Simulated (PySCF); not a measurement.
Excited states of Si²⁺ (silicon, charge +2)

Ground state [Ne] 3s2, ¹S. Calculation: PySCF 2.14, in an even-tempered Gaussian basis (22 s from 0.00864 bohr⁻², ratio 2.5; 15 p from 0.0114 bohr⁻², ratio 2.5; 10 d from 0.00884 bohr⁻², ratio 2.7; 5 f from 0.71 bohr⁻², ratio 2.7); the spin-free X2C one-electron Hamiltonian (Gaussian nucleus). Vertical excitation energies in eV without spin-orbit coupling; excited terms of each kind are numbered among those the solver found. Frozen: 1s2.

```csv
term,leading excitation,EOM-EE-CCSD
1 3P°,3s → p,6.547
1 1P°,3s → p,10.341
1 3D,3s → d,17.833
1 3S,3s → s,19.000
1 1S,3s → s,19.675
1 1D,3s → d,21.147
2 3P°,3s → p,21.729
2 1P°,3s → p,21.895
2 3D,3s → d,25.039
2 1D,3s → d,25.459
```

Only the lower part of the computed list is shown. Doubly excited terms such as np² are absent. The solver can miss terms. Rydberg members are limited by the diffuse functions of the basis. The 26 highest virtual orbitals were dropped.
